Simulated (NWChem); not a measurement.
All runs are NWChem calculations. System: CH₄N, charge 0, spin multiplicity 2, at a geometry optimised with UPBE0/def2-SVP. The structure started from a generated list of species. Its SCF solution wasn't tested for a lower state. Level: UMP2/def2-TZVPD, 2 core orbitals frozen.

Job file:

```
start mol
memory heap 200 mb stack 900 mb global 1100 mb
geometry units angstroms nocenter noautoz
  C      0.155293     0.711356     0.000000
  N     -0.162666    -0.639229     0.000000
  H     -0.004356     1.252044    -0.935960
  H     -0.004356     1.252044     0.935960
  H      0.107809    -1.148809     0.834634
  H      0.107809    -1.148809    -0.834634
  symmetry group Cs
end
basis spherical
  * library def2-tzvpd
end
scf
  uhf
  nopen 1
  maxiter 100
  thresh 1e-7
  semidirect memsize 60000000 filesize 0
  # guess.movecs holds the orbitals of an unrestricted PBE0 run
  vectors input guess.movecs output mol.movecs
end
mp2
  freeze core 2
end
task mp2 energy
```

Output (cleaned and shortened):

```
             Northwest Computational Chemistry Package (NWChem) 7.3.0
             --------------------------------------------------------

                                NWChem Input Module
                                -------------------

 Scaling coordinates for geometry "geometry" by  1.889725989
 (inverse scale =  0.529177249)

 Turning off AUTOSYM since
 SYMMETRY directive was detected!

                             Geometry "geometry" -> ""
                             -------------------------

 Output coordinates in angstroms (scale by  1.889725989 to convert to a.u.)

  No.       Tag          Charge          X              Y              Z
 ---- ---------------- ---------- -------------- -------------- --------------
    1 C                    6.0000     0.15529300     0.71135600     0.00000000
    2 N                    7.0000    -0.16266600    -0.63922900     0.00000000
    3 H                    1.0000    -0.00435600     1.25204400    -0.93596000
    4 H                    1.0000    -0.00435600     1.25204400     0.93596000
    5 H                    1.0000     0.10780900    -1.14880900     0.83463400
    6 H                    1.0000     0.10780900    -1.14880900    -0.83463400

 Effective nuclear repulsion energy (a.u.)      37.1406677397

            Nuclear Dipole moment (a.u.)
            ----------------------------
        X                 Y               Z
 ---------------- ---------------- ----------------
     0.0000037795     0.0000056692     0.0000000000

      Symmetry information
      --------------------

 Group name             Cs
 Group number              2
 Group order               2
 No. of unique centers     4

      Symmetry unique atoms

     1    2    3    5


 Summary of "ao basis" -> "" (spherical)
 ------------------------------------------------------------------------------
       Tag                 Description            Shells   Functions and Types
 ---------------- ------------------------------  ------  ---------------------
 *                         def2-tzvpd                 on all atoms

 Summary of "ao basis" -> "ao basis" (spherical)
 ------------------------------------------------------------------------------
       Tag                 Description            Shells   Functions and Types
 ---------------- ------------------------------  ------  ---------------------
 C                         def2-tzvpd               13       37   6s3p3d1f
 N                         def2-tzvpd               13       37   6s3p3d1f
 H                         def2-tzvpd                5        9   3s2p

                                 NWChem SCF Module
                                 -----------------

  ao basis        = "ao basis"
  functions       =   110
  atoms           =     6
  alpha electrons =     9
  beta  electrons =     8
  charge          =   0.00
  wavefunction    = UHF
  use symmetry    = T
  symmetry adapt  = T

 Summary of "ao basis" -> "ao basis" (spherical)
 ------------------------------------------------------------------------------
       Tag                 Description            Shells   Functions and Types
 ---------------- ------------------------------  ------  ---------------------
 C                         def2-tzvpd               13       37   6s3p3d1f
 N                         def2-tzvpd               13       37   6s3p3d1f
 H                         def2-tzvpd                5        9   3s2p

      Symmetry analysis of basis
      --------------------------

        a'         68
        a"         42

 Forming initial guess at       0.1s

   Symmetry analysis of molecular orbitals - initial alpha
   -------------------------------------------------------

  Numbering of irreducible representations:

     1 a'          2 a"

  Orbital symmetries:

     1 a'          2 a'          3 a'          4 a'          5 a"
     6 a'          7 a"          8 a'          9 a'         10 a'
    11 a'         12 a"         13 a'         14 a"         15 a'
    16 a'         17 a"         18 a'         19 a"

   Symmetry analysis of molecular orbitals - initial beta
   ------------------------------------------------------

  Numbering of irreducible representations:

     1 a'          2 a"

  Orbital symmetries:

     1 a'          2 a'          3 a'          4 a'          5 a"
     6 a'          7 a"          8 a'          9 a'         10 a'
    11 a'         12 a"         13 a'         14 a"         15 a'
    16 a'         17 a"         18 a'         19 a"

 Starting SCF solution at       0.1s

 ----------------------------------------------
         Quadratically convergent UHF

 Convergence threshold     :          1.000E-07
 Maximum no. of iterations :          100
 Integral*density screening:          1.000E-09
 ----------------------------------------------

              iter       energy          gnorm     gmax       time
             ----- ------------------- --------- --------- --------
                 1      -94.6215597474  4.14D-01  8.88D-02      0.7
                 2      -94.6320850700  2.64D-02  1.12D-02      1.0
                 3      -94.6325253011  1.21D-03  3.61D-04      1.6
                 4      -94.6325259823  1.80D-06  6.62D-07      2.4
                 5      -94.6325259823  4.06D-09  6.74D-10      3.2

       Final UHF  results
       ------------------

         Total SCF energy =    -94.632525982324
      One electron energy =   -200.963649689776
      Two electron energy =     69.190455967782
 Nuclear repulsion energy =     37.140667739670

                       Sz =      0.5000
                 Sz(Sz+1) =      0.7500
[...]
              MO Center= -2.0D-01, -4.9D-01,  3.7D-14, r^2= 1.1D+00
   Bfn.  Coefficient  Atom+Function         Bfn.  Coefficient  Atom+Function
  ----- ------------  ---------------      ----- ------------  ---------------
    44      0.365675  2 N  px                47      0.355588  2 N  px
    50      0.254066  2 N  px

 Vector    9  Occ=0.000000D+00  E= 7.981882D-02  Symmetry=a'
              MO Center=  2.3D-01, -5.0D-02, -1.1D-14, r^2= 1.1D+01
   Bfn.  Coefficient  Atom+Function         Bfn.  Coefficient  Atom+Function
  ----- ------------  ---------------      ----- ------------  ---------------
     5      4.608353  1 C  s                 77     -3.414769  3 H  s
    86     -3.414769  4 H  s                  6      2.732480  1 C  s
    95     -2.206332  5 H  s                104     -2.206332  6 H  s
    42      2.075974  2 N  s                 43      1.874825  2 N  s
    14      1.004520  1 C  py               100     -0.692871  5 H  py

 Vector   10  Occ=0.000000D+00  E= 1.068159D-01  Symmetry=a'
              MO Center=  2.8D-01,  3.3D-01, -2.3D-16, r^2= 1.2D+01
   Bfn.  Coefficient  Atom+Function         Bfn.  Coefficient  Atom+Function
  ----- ------------  ---------------      ----- ------------  ---------------
    43      7.505816  2 N  s                  5     -5.005256  1 C  s
     6     -3.650385  1 C  s                 42      3.281717  2 N  s
    95     -3.238715  5 H  s                104     -3.238715  6 H  s
    77      2.618745  3 H  s                 86      2.618745  4 H  s
   101      0.775279  5 H  pz               110     -0.775279  6 H  pz

 Vector   11  Occ=0.000000D+00  E= 1.386523D-01  Symmetry=a'
              MO Center=  2.5D-01,  9.9D-01,  2.3D-15, r^2= 4.1D+00
   Bfn.  Coefficient  Atom+Function         Bfn.  Coefficient  Atom+Function
  ----- ------------  ---------------      ----- ------------  ---------------
     5      9.850134  1 C  s                 77     -4.493274  3 H  s
    86     -4.493274  4 H  s                 28      1.092160  1 C  d  0
    82      0.968712  3 H  py                91      0.968712  4 H  py
    14      0.892236  1 C  py                81     -0.739782  3 H  px
    90     -0.739782  4 H  px                83     -0.660529  3 H  pz

 center of mass
 --------------
 x =  -0.01294757 y =  -0.01301228 z =   0.00000000

 moments of inertia (a.u.)
 ------------------
          74.215903084486          -8.997731247019           0.000000000000
          -8.997731247019          13.755214753460           0.000000000000
           0.000000000000           0.000000000000          65.331414232743

  Mulliken analysis of the total density
  --------------------------------------

    Atom       Charge   Shell Charges
 -----------   ------   -------------------------------------------------------
    1 C    6     6.33   0.85  1.12  0.49  0.65  0.24  0.01  1.20  1.26  0.40  0.02  0.06  0.02  0.01
    2 N    7     7.39   0.82  1.16  0.51  0.85  0.11 -0.01  1.51  1.76  0.64  0.01  0.04 -0.01  0.00
    3 H    1     0.84   0.26  0.50  0.04  0.02  0.01
    4 H    1     0.84   0.26  0.50  0.04  0.02  0.01
    5 H    1     0.80   0.26  0.42  0.07  0.04  0.01
    6 H    1     0.80   0.26  0.42  0.07  0.04  0.01

  Mulliken analysis of the alpha density
  --------------------------------------

    Atom       Charge   Shell Charges
 -----------   ------   -------------------------------------------------------
    1 C    6     3.69   0.43  0.56  0.26  0.36  0.13  0.00  0.77  0.84  0.30  0.01  0.03  0.01  0.00
    2 N    7     3.74   0.41  0.58  0.26  0.43  0.05 -0.01  0.79  0.90  0.30  0.00  0.02 -0.01  0.00
    3 H    1     0.39   0.13  0.23  0.01  0.01  0.01
    4 H    1     0.39   0.13  0.23  0.01  0.01  0.01
    5 H    1     0.40   0.13  0.21  0.04  0.02  0.00
    6 H    1     0.40   0.13  0.21  0.04  0.02  0.00

   Mulliken analysis of the beta density
   -------------------------------------

    Atom       Charge   Shell Charges
 -----------   ------   -------------------------------------------------------
    1 C    6     2.63   0.43  0.56  0.22  0.29  0.12  0.00  0.43  0.42  0.10  0.01  0.03  0.01  0.00
    2 N    7     3.66   0.41  0.58  0.25  0.42  0.06 -0.00  0.72  0.86  0.34  0.00  0.02 -0.00  0.00
    3 H    1     0.45   0.14  0.27  0.04  0.01  0.00
    4 H    1     0.45   0.14  0.27  0.04  0.01  0.00
    5 H    1     0.40   0.13  0.21  0.04  0.02  0.01
    6 H    1     0.40   0.13  0.21  0.04  0.02  0.01

   Mulliken analysis of the spin density
   -------------------------------------

    Atom       Charge   Shell Charges
 -----------   ------   -------------------------------------------------------
    1 C    6     1.06   0.00 -0.00  0.04  0.07  0.01 -0.00  0.33  0.41  0.20 -0.00  0.00  0.01 -0.00
    2 N    7     0.08   0.00 -0.00  0.01  0.01 -0.01 -0.00  0.07  0.05 -0.04  0.00  0.01 -0.00  0.00
    3 H    1    -0.07  -0.01 -0.04 -0.03  0.00  0.01
    4 H    1    -0.07  -0.01 -0.04 -0.03  0.00  0.01
    5 H    1    -0.01   0.00 -0.00 -0.00  0.00 -0.00
    6 H    1    -0.01   0.00 -0.00 -0.00  0.00 -0.00

       Multipole analysis of the density wrt the origin
       ------------------------------------------------

     L   x y z        total         alpha         beta         nuclear
     -   - - -        -----         -----         ----         -------
     0   0 0 0     -0.000000     -9.000000     -8.000000     17.000000

     1   1 0 0      0.201829     -0.171208      0.373033      0.000004
     1   0 1 0     -0.303164     -0.674083      0.370914      0.000006
     1   0 0 1     -0.000000     -0.000000     -0.000000      0.000000

     2   2 0 0    -12.308548     -8.068089     -5.501761      1.261302
     2   1 1 0     -1.070482     -3.098488     -2.014673      4.042679
     2   1 0 1     -0.000000     -0.000000      0.000000      0.000000
     2   0 2 0     -8.978840    -26.833767    -23.823724     41.678651
     2   0 1 1     -0.000000     -0.000000     -0.000000      0.000000
     2   0 0 2     -8.324762     -9.961891     -9.594833     11.231962

                   NWChem MP2 Semi-direct Energy/Gradient Module
                   ---------------------------------------------

  Basis functions       =    110
  Molecular orbitals    =    110
  Frozen core           =      2
  Frozen virtuals       =      0
  Active alpha occupied =      7
  Active beta occupied  =      6
  Active alpha virtual  =    101
  Active beta virtual   =    102
  Use MO symmetry       = T
  Use skeleton AO sym   = T

  AO/Fock/Back tols     =   1.0D-09  1.0D-09  1.0D-09

 GA uses MA = F    GA memory limited = T

 Available:
  local mem=  1.26D+08
 global mem=  1.44D+08
 local disk=  0.00D+00
  mp2_memr nvloc                   101
  nvloc new                   101
   1 passes of   7:        5242880                      60019                  14693559.
   1 passes of   7: M    126152197           G      144155000           F     120909317.

 Semi-direct pass number   1 of   1  for UHF alpha       at        3.3s
  vrange nnbf                  6104
  mp2_eaftype                    56  avail_ma_in_mb                  1099
 EAF : mp2_eaftype filesize          56    7346780.
  mp2_eaf for mointskh                     56
Node 0 wrote     34.5 Mb in      0.0 s     Agg I/O rate:  1346.1 Mb/s
 Done moints_semi at        5.1s
  mp2_eaftype                    56  avail_ma_in_mb                  1043
 EAF : mp2_eaftype filesize          56    7346780.
  mp2_eaf for kh                    56
 Done maket at        5.2s
 Done multipass loop at        5.2s

 GA uses MA = F    GA memory limited = T

 Available:
  local mem=  1.26D+08
 global mem=  1.44D+08
 local disk=  0.00D+00
  mp2_memr nvloc                   102
  nvloc new                   102
   1 passes of   6:        5242880                      55271                  12721967.
   1 passes of   6: M    126152197           G      144155000           F     120909317.

 Semi-direct pass number   1 of   1  for UHF beta        at        5.2s
  vrange nnbf                  6104
  mp2_eaftype                    48  avail_ma_in_mb                  1099
 EAF : mp2_eaftype filesize          48    6360984.
  mp2_eaf for mointskh                     48
Node 0 wrote     29.9 Mb in      0.0 s     Agg I/O rate:  1407.8 Mb/s
 Done moints_semi at        7.0s
  mp2_eaftype                    48  avail_ma_in_mb                  1051
 EAF : mp2_eaftype filesize          48    6360984.
  mp2_eaf for kh                    48
 Done maket at        7.2s
 Done multipass loop at        7.2s

          -------------------------------------------
          SCF energy                 -94.632525982324
          Correlation energy          -0.360955657746
          Singlet pairs                0.000000000000
          Triplet pairs                0.000000000000
          Total MP2 energy           -94.993481640070
          -------------------------------------------

          ---------------------------------------------------
                    Spin Component Scaled (SCS) MP2
          Same spin pairs                     -0.084203829403
          Same spin scaling factor             0.333333333333
          Opposite spin pairs                 -0.276751828343
          Opposite spin scaling fact.          1.200000000000
          SCS-MP2 correlation energy          -0.360170137145
          Total SCS-MP2 energy               -94.992696119470
          ---------------------------------------------------

 -----------------------
 Performance information
 -----------------------

 Timer overhead =  9.62D-08 seconds/call

               Nr. of calls         CPU time (s)                 Wall time (s)                GFlops
             ---------------    -------------------     ------------------------------   -------------------
Name         Min   Avg   Max    Min     Avg     Max     Min     Avg     Max   Mx/calls   Min     Max     Sum
mp2: moin     2     2     2    3.6     3.6     3.6      3.6     3.6     3.6     1.8      0.0     0.0     0.0
mp2: make     2     2     2   0.24    0.24    0.24     0.24    0.24    0.24    0.12      0.0     0.0     0.0
mp2: tota     1     1     1    3.9     3.9     3.9      3.9     3.9     3.9     3.9      0.0     0.0     0.0

 The average no. of pstat calls per process was 5.00D+00
 with a timing overhead of 4.81D-07s

 Task  times  cpu:        7.1s     wall:        7.1s

 Total times  cpu:        7.2s     wall:        7.2s
```
